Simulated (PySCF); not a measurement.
A structure optimised at TPSSh-D3(BJ)/def2-SVP, used in a PySCF frequency run:

```xyz
5

Fe     0.0000     0.0000     0.2363
O      0.6872     0.0000    -1.3868
O     -0.6872     0.0000    -1.3868
O      0.0000    -1.3403     1.0027
O      0.0000     1.3403     1.0027
```

Question: Write its SMILES, formula and point group.

Answer: [O]=[Fe]1(=[O])[O][O]1, FeO₄, C2v

Question: What are its rotational constants (standard atomic weights)?

Answer: 6.9619, 4.5149, 3.2752 GHz
